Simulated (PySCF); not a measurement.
Compound: C₃BN₃.
SMILES with atom numbers: `[N:1]#[C:2][B:3]([C:4]#[N:5])[C:6]#[N:7]`

Cartesian coordinates in Å at the PBE0-D3(BJ)/def2-SVP level; atoms count from 1:
```xyz
7
C3BN3 angstrom
N     -0.1952    2.6724   -0.1509
C     -0.1074    1.5157   -0.1091
B      0.0128   -0.0071   -0.0512
C      1.3941   -0.6614   -0.0249
N      2.4432   -1.1578   -0.0038
C     -1.2465   -0.8735   -0.0198
N     -2.2024   -1.5316    0.0037
```

All values: CAM-B3LYP/def2-SVPD (PySCF, non-relativistic), on one gas-phase PBE0-D3(BJ)/def2-SVP geometry that isn't relaxed in the solvent. The solvent is an IEF-PCM continuum (van der Waals radii × 1.2), and excitations are vertical TDDFT with non-equilibrium linear response and a frozen core. Specific hydrogen bonds and non-electrostatic terms are outside this model.

| run | E − E(gas) (kcal/mol) | HOMO (eV) | HOMO–LUMO gap (eV) | dipole (D) | lowest singlet (eV) | static polarisability (au) |
| --- | --- | --- | --- | --- | --- | --- |
| gas | 0.00 | -12.51 | 8.25 | 0.01 | 4.41 | 60.1 |
| P | -7.39 | -12.22 | 8.40 | 0.01 | 4.55 | 76.6 |
| Q | -6.92 | -12.24 | 8.39 | 0.01 | 4.54 | 75.5 |

The runs were made in acetone and water. Which run belongs to which solvent?

P = water, Q = acetone. The dielectric constants are 20.49 (acetone), 78.36 (water), and the energy falls further as ε rises. The optical constants n² used for the excitations are 1.85, 1.78 in the same order. In this model the ground state sees the solvent through ε alone.

How constant is the ratio of the lowering to (ε − 1)/(2ε + 1)?

```csv
solvent,(ε − 1)/(2ε + 1),E − E(gas) (kcal/mol),ratio (kcal/mol),polarisation term (kcal/mol)
acetone,0.464,-6.92,-14.9,-8.39
water,0.490,-7.39,-15.1,-9.06
```

The ratio changes by +1.1 % in size from acetone to water. The polarisation term is half the interaction of the solute with the induced surface charges.
